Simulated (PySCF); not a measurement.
Run record: geometry optimisation, `O=C[NH][GeH2][PH2]`.

Method: PBE0-D3(BJ)/def2-SVP geometry optimisation, gas phase (PySCF 2.14.0). Start geometry: GFN2-xTB. The input is one job of a driver script: a line of settings, then coordinates in Å.

Command:
```bash
OMP_NUM_THREADS=1 python probes_run.py task.json out
```

Input:
```
{"job": {"xc": "PBE0", "basis": "def2-SVP", "d3": "d3bj", "grid": 1, "shake": 0.01, "kind": "geom"}, "charge": 0, "multiplicity": 1}
O      1.089780    -1.040630    -1.060980
C      1.719820    -0.368760    -0.277480
N      1.138480     0.618490     0.405140
Ge    -0.637910     0.756120    -0.013930
P     -1.706050    -1.167330     0.715240
H      2.791870    -0.552590    -0.100200
H      1.708340     1.139000     1.086010
H     -0.653480     1.200230    -1.458850
H     -1.018430     1.987430     0.839710
H     -1.431770    -1.851480    -0.433750
H     -2.962520    -0.746320     0.283440
```

Output:
```
step   0  E = -2588.99748568  max force = 0.028700
step   1  E = -2589.00426604  max force = 0.009627
step   2  E = -2589.00447845  max force = 0.007655
step   3  E = -2589.00428210  max force = 0.010715
step   4  E = -2589.00471932  max force = 0.006046
step   5  E = -2589.00486362  max force = 0.000386
step   6  E = -2589.00487123  max force = 0.000310
optimisation converged
```

Energies in Eh; «max force» is the largest Cartesian gradient component in Eh/bohr.

Task: At which steps does the energy rise by more than 1e-5 Eh?

Result: At step 3 (+0.20 mEh).

Task: How much energy does the optimisation release, in eV?

Result: E(step 0) − E(last step) = 0.007386 Eh, which is 0.201 eV.

Main results: final energy -2589.00487 Eh after 6 steps; dipole 2.95 D.

Task: Give the final coordinates.

Result: 0.128 Å rms from the input after alignment:
```
atom  x, y, z in Å
O1     1.2774   -1.1753   -1.0389
C2     1.8223   -0.4124   -0.2683
N3     1.1721    0.5970    0.3549
Ge4   -0.6605    0.7853    0.0141
P5    -1.7356   -1.1471    0.7014
H6     2.9076   -0.4902   -0.0172
H7     1.6863    1.1719    1.0127
H8    -0.8367    1.1448   -1.4690
H9    -1.0684    1.9654    0.9173
H10   -1.5055   -1.8153   -0.5362
H11   -3.0204   -0.6501    0.3140
```

On an Arm Neoverse V2 with one thread, no GPU, shared host with 192 logical CPUs at a one-minute load of 46, this took 41 s of wall time and 0.52 GiB of memory at its peak.
Labels such as C1 count atoms from 1, the log's own numbers from 0.
